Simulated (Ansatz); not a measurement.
C2H9GeN, SMILES `C[NH][GeH2][CH3]` at its PBE0-D4/def2-TZVP geometry, where that method's forces vanish. Charge 0, multiplicity 1.

```xyz
13

C    -1.1487   -0.4314   -1.4395
N    -0.1681   -1.1619   -0.6627
Ge    0.3006   -0.5194    0.9980
C     0.9811    1.3168    0.9704
H    -1.4728   -1.0244   -2.3003
H    -2.0378   -0.2511   -0.8279
H    -0.8083    0.5447   -1.8172
H     0.6250   -1.4399   -1.2226
H     1.3710   -1.4820    1.5450
H    -0.9789   -0.5731    1.8566
H     0.2363    1.9921    0.5459
H     1.8904    1.3782    0.3703
H     1.2103    1.6513    1.9841
```

Question: What forces (eV/Å) does ωB97M-V/def2-TZVPP give on these atoms in Ansatz? (An estimate is asked.)

Answer: The calculation gave: 
```
C1  -0.233  0.150 -0.186
N2   0.222 -0.103  0.083
Ge3 -0.007 -0.042  0.138
C4   0.008  0.018 -0.012
H5   0.023  0.060  0.072
H6   0.064 -0.012 -0.041
H7  -0.020 -0.088  0.041
H8  -0.038 -0.001  0.015
H9  -0.077  0.073 -0.042
H10  0.087  0.006 -0.063
H11  0.056 -0.041  0.031
H12 -0.065  0.003  0.043
H13 -0.018 -0.022 -0.080
```
